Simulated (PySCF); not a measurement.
Job file and geometry (Å, from PBE0-D3(BJ)/def2-TZVP) of an NMR shielding run on `InChI=1S/H10Si4/c1-4(2)3/h4H,1-3H3`, GIAO wB97X-D/pcSseg-2 NMR shielding, non-relativistic, gas phase (PySCF 2.14.0, density-fitted response routines); density fitting, a coarse starting grid and PySCF grid level 2 are the driver's defaults:

```
$ OMP_NUM_THREADS=1 python probes_run.py task.json out

{"job": {"kind": "nmr", "xc": "wB97X-D", "basis": "pcSseg-2", "pop": false}, "charge": 0, "multiplicity": 1}
Si     0.005212     2.068477    -0.906801
Si     0.069466     0.199480     0.494809
Si     1.880437    -1.154754    -0.094079
Si    -1.919217    -1.008613     0.283817
H      1.261546     2.857294    -0.793102
H     -0.145572     1.616380    -2.316366
H     -1.144544     2.948343    -0.564388
H      0.226221     0.651003     1.908806
H      3.159608    -0.405859     0.033197
H      1.722463    -1.590974    -1.507708
H      1.944188    -2.362105     0.772728
H     -1.900087    -2.212867     1.157446
H     -3.093932    -0.172293     0.649749
H     -2.072949    -1.449638    -1.129039
```

**Question.** Write the output of this run.

**Answer.** 
```
coarse grid: 12696 points
cycle   1  E = -1163.9800133719  dE = -4.476e-01  |g| = 2.167e-01  |ddm| = 2.638e+00
cycle   2  E = -1163.9943327904  dE = -1.432e-02  |g| = 9.324e-02  |ddm| = 2.626e-01
cycle   3  E = -1163.9962176102  dE = -1.885e-03  |g| = 2.519e-02  |ddm| = 1.086e-01
cycle   4  E = -1163.9964540038  dE = -2.364e-04  |g| = 4.981e-03  |ddm| = 4.549e-02
cycle   5  E = -1163.9964613940  dE = -7.390e-06  |g| = 1.222e-03  |ddm| = 7.487e-03
final grid: 101424 points
cycle   6  E = -1164.0218372682  dE = -9.025e-05  |g| = 3.249e-03  |ddm| = 2.804e-02
cycle   7  E = -1164.0218389427  dE = -1.674e-06  |g| = 1.259e-03  |ddm| = 3.509e-03
cycle   8  E = -1164.0218390975  dE = -1.549e-07  |g| = 2.168e-04  |ddm| = 8.337e-04
cycle   9  E = -1164.0218391191  dE = -2.156e-08  |g| = 4.412e-05  |ddm| = 4.001e-04
cycle  10  E = -1164.0218391206  dE = -1.483e-09  |g| = 1.810e-05  |ddm| = 1.226e-04
cycle  11  E = -1164.0218391208  dE = -2.160e-10  |g| = 4.572e-06  |ddm| = 4.708e-05
converged SCF energy = -1164.0218391208

GIAO shielding tensors (ppm)
atom      isotropic    diamagn.    paramagn.     s11        s22        s33       span
  0 Si     446.309     880.090    -433.782    438.086    443.748    457.091     19.005
  1 Si     482.748     883.110    -400.362    472.760    473.348    502.136     29.376
  2 Si     446.367     880.134    -433.767    438.184    444.009    456.909     18.725
  3 Si     446.388     880.153    -433.765    437.777    444.182    457.206     19.429
  4 H       27.738      29.156      -1.418     24.237     25.819     33.159      8.921
  5 H       27.899      29.876      -1.976     24.855     26.099     32.744      7.889
  6 H       27.741      29.165      -1.424     24.236     25.821     33.166      8.930
  7 H       28.329      30.230      -1.902     25.204     25.217     34.565      9.360
  8 H       27.737      29.188      -1.451     24.233     25.822     33.156      8.923
  9 H       27.900      29.912      -2.012     24.853     26.103     32.745      7.892
 10 H       27.740      29.216      -1.476     24.234     25.818     33.167      8.933
 11 H       27.736      29.230      -1.493     24.226     25.825     33.158      8.931
 12 H       27.742      29.201      -1.459     24.244     25.810     33.173      8.929
 13 H       27.899      29.924      -2.025     24.850     26.103     32.745      7.895
```

**Question.** Turn these shieldings into chemical shifts. Scale: ²⁹Si (σ = 341.45 ppm) and ¹H (σ = 31.63 ppm) against TMS (reference shieldings calculated alike).

**Answer.** Averaging equivalent atoms: Si 0/2/3: -104.9; Si 1: -141.3; H 4/5/6/8/9/10/11/12/13: 3.84; H 7: 3.31 ppm. 

Size and cost of the density-fitted run: 312 basis functions, 37 s wall time on 1 thread of an AMD EPYC 9R45 96-Core, shared host; peak memory 1.5 GiB.
